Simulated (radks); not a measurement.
Polarisabilities and homonuclear dispersion coefficients (atomic units). Code: a radial shooting solver on a logarithmic mesh with Libxc functionals. Model: scalar-relativistic Kohn-Sham, LDA (Slater exchange, VWN5 correlation), spin-unpolarised, spherical densities, finite nucleus; Fermi nuclear charge, rms radius of each element as measured or else 0.836 A^(1/3) + 0.57 fm. Response by self-consistent Sternheimer equations with the Hartree and adiabatic LDA kernel, the relativistic mass of each level held fixed and spin-orbit coupling left out. For heavy and open-shell atoms this level of theory can miss by tens of per cent. "Uncoupled" leaves out the induced potential. Quadrupole and octupole values are given only where no p, d or f shell is open.

species   configuration  alpha1 (bohr^3)  alpha1, uncoupled  alpha2 (bohr^5)  alpha3 (bohr^7)      C6      C8  recommended alpha1
Hg                 [Hg]            33.76              68.34            245.4             3936   327.9   12490      33.91 +/- 0.34
Hg3+      [Xe] 4f14 5d9            5.743              9.193                -                -   33.76       -                   -
F3+        [He] 2s2 2p2           0.8848              1.353                -                -  0.8127       -                   -
Sr             [Kr] 5s2            178.3              326.1             4483           110100    2755  348500       197.2 +/- 0.2
Au+      [Xe] 4f14 5d10            14.24              24.75            140.3            752.5   106.6    2704                   -
Mg+            [Ne] 3s1            29.56              36.87            172.8             1922   120.4    4465                   -

Recommended values: Schwerdtfeger and Nagle, table of static dipole polarisabilities (2023 update), measured or computed.

Beside tabulated values, note that spin-unpolarised runs miss the spin-polarisation part of the exchange energy of open shells.
